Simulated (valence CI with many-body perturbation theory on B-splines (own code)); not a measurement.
**Au28+: calculated level list**

Level of theory: configuration interaction combined with many-body perturbation theory (CI+MBPT): five valence electrons over a frozen Dirac-Fock core [Kr] 4d10, a basis of 7 s, 7 p, 7 d, 7 f, 4 g, 2 h functions for each j, with the one-electron correlation potential Σ1, the two-electron term Σ2, the three-electron term Σ3, Breit, model QED; selected CI, second order for the rest, scaled by the run's own slope (own B-spline code, finite nucleus).

No measured spectrum was set against this ion. As an estimate, large intervals hold to a few tenths of a per cent, small ones and those within an open d or f shell to about a per cent. Among the levels kept, up to 980 cm⁻¹ of a level comes from second order outside the variational space, and about a tenth of that is noise between levels of different J, which matters for small intervals. Only levels of the ground parity were solved; by the run's estimate the other parity begins above the list, which can be wrong where configurations are misplaced.

Levels 136 to 180 of 193, with energies above the lowest level, 4f5 6H°_5/2. "Leading %" is the weight of the configuration and term that name the level; weights of strongly mixed levels are sums over their largest components and can fall short. In the jj column 3d3/2^4 stands for four electrons in 3d with j = 3/2.

```csv
No.,Configuration,Term,J,E (eV),Leading %,g,Second component,Leading jj
136,4f5,4D°,3/2,27.922,28,1.224,25 % 4f5 2P°,4f5/2^2 4f7/2^3 (41 %)
137,4f5,4D°,5/2,27.986,32,1.160,30 % 4f5 2F°,4f5/2 4f7/2^4 (57 %)
138,4f5,4I°,9/2,28.164,37,0.976,21 % 4f5 2G°,4f5/2^3 4f7/2^2 (34 %)
139,4f5,2F°,7/2,28.222,41,1.155,32 % 4f5 4F°,4f5/2^3 4f7/2^2 (53 %)
140,4f5,2I°,13/2,28.337,56,1.039,28 % 4f5 2K°,4f5/2^2 4f7/2^3 (57 %)
141,4f5,2H°,11/2,28.619,42,1.046,27 % 4f5 2I°,4f5/2^2 4f7/2^3 (63 %)
142,4f5,4D°,3/2,28.860,28,1.100,22 % 4f5 4F°,4f5/2^2 4f7/2^3 (46 %)
143,4f5,2K°,15/2,29.006,59,1.091,26 % 4f5 4I°,4f5/2^2 4f7/2^3 (47 %)
144,4f5,4D°,5/2,29.171,33,1.105,31 % 4f5 4F°,4f5/2^2 4f7/2^3 (45 %)
145,4f5,2I°,11/2,29.322,43,1.035,34 % 4f5 2H°,4f7/2^5 (32 %)
146,4f5,2G°,9/2,29.417,36,1.090,26 % 4f5 2H°,4f5/2^2 4f7/2^3 (51 %)
147,4f5,4D°,3/2,29.515,41,1.059,20 % 4f5 4F°,4f5/2^2 4f7/2^3 (56 %)
148,4f5,2I°,13/2,29.582,48,1.067,16 % 4f5 4I°,4f5/2 4f7/2^4 (57 %)
149,4f5,2F°,7/2,29.896,36,1.166,23 % 4f5 4D°,4f5/2 4f7/2^4 (33 %)
150,4f5,4D°,1/2,29.955,81,0.141,18 % 4f5 2P°,4f5/2^2 4f7/2^3 (73 %)
151,4f5,2G°,9/2,30.139,30,1.069,20 % 4f5 4F°,4f5/2^3 4f7/2^2 (44 %)
152,4f5,4P°,5/2,30.337,22,1.138,21 % 4f5 2F°,4f5/2^2 4f7/2^3 (35 %)
153,4f5,2K°,13/2,30.758,48,1.013,38 % 4f5 2I°,4f5/2^2 4f7/2^3 (78 %)
154,4f5,4I°,11/2,31.130,38,0.987,35 % 4f5 2I°,4f5/2^2 4f7/2^3 (50 %)
155,4f5,2G°,7/2,31.143,60,1.003,20 % 4f5 2F°,4f5/2^2 4f7/2^3 (61 %)
156,4f5,2H°,11/2,31.458,37,1.073,24 % 4f5 4G°,4f5/2^2 4f7/2^3 (50 %)
157,4f5,2F°,5/2,31.772,49,0.933,37 % 4f5 4F°,4f5/2^2 4f7/2^3 (66 %)
158,4f5,2P°,3/2,31.972,36,1.320,23 % 4f5 2D°,4f7/2^5 (52 %)
159,4f5,2L°,15/2,31.990,47,1.064,44 % 4f5 4I°,4f5/2^2 4f7/2^3 (82 %)
160,4f5,2G°,7/2,32.142,31,1.017,30 % 4f5 4G°,4f5/2^2 4f7/2^3 (47 %)
161,4f5,4F°,9/2,32.764,34,1.099,25 % 4f5 2G°,4f5/2^2 4f7/2^3 (39 %)
162,4f5,2H°,9/2,33.008,71,0.963,20 % 4f5 2G°,4f5/2^2 4f7/2^3 (74 %)
163,4f5,2I°,11/2,33.039,54,1.033,22 % 4f5 2H°,4f5/2^2 4f7/2^3 (55 %)
164,4f5,4G°,5/2,33.428,41,0.943,19 % 4f5 4D°,4f5/2^2 4f7/2^3 (43 %)
165,4f5,2G°,7/2,33.460,46,1.076,21 % 4f5 4D°,4f5/2 4f7/2^4 (49 %)
166,4f5,4I°,13/2,33.487,42,1.060,36 % 4f5 2I°,4f5/2 4f7/2^4 (54 %)
167,4f5,4F°,3/2,33.606,53,0.706,25 % 4f5 2D°,4f5/2^2 4f7/2^3 (45 %)
168,4f5,2F°,5/2,34.543,53,0.965,24 % 4f5 2D°,4f5/2^2 4f7/2^3 (49 %)
169,4f5,2G°,7/2,34.590,30,1.067,27 % 4f5 4F°,4f5/2^2 4f7/2^3 (60 %)
170,4f5,2L°,17/2,34.684,74,1.042,19 % 4f5 2M°,4f5/2 4f7/2^4 (79 %)
171,4f5,2H°,9/2,34.744,45,1.009,32 % 4f5 2G°,4f5/2 4f7/2^4 (65 %)
172,4f5,2I°,13/2,35.162,66,1.054,23 % 4f5 2K°,4f5/2 4f7/2^4 (73 %)
173,4f5,2K°,15/2,35.383,40,1.037,40 % 4f5 2L°,4f5/2 4f7/2^4 (64 %)
174,4f5,2G°,9/2,35.662,45,1.146,26 % 4f5 4G°,4f5/2 4f7/2^4 (66 %)
175,4f5,2P°,3/2,35.915,52,1.096,17 % 4f5 4D°,4f5/2 4f7/2^4 (42 %)
176,4f5,2H°,11/2,36.356,50,1.096,24 % 4f5 4G°,4f5/2 4f7/2^4 (57 %)
177,4f5,2H°,11/2,36.573,40,1.068,33 % 4f5 2I°,4f5/2 4f7/2^4 (48 %)
178,4f5,4G°,7/2,36.732,37,1.040,29 % 4f5 2F°,4f5/2^2 4f7/2^3 (45 %)
179,4f5,2P°,1/2,36.825,88,0.610,11 % 4f5 4D°,4f5/2^3 4f7/2^2 (38 %)
180,4f5,4G°,5/2,37.008,37,0.843,34 % 4f5 2F°,4f5/2 4f7/2^4 (51 %)
```

Names give the largest LS component (configuration and term), which can be under half, so a name can repeat, a term be missing and a line seem to break the LS rules; names also repeat where a configuration has a term twice.

Where two levels of one J and parity lie close, their mixing, g and order are uncertain.
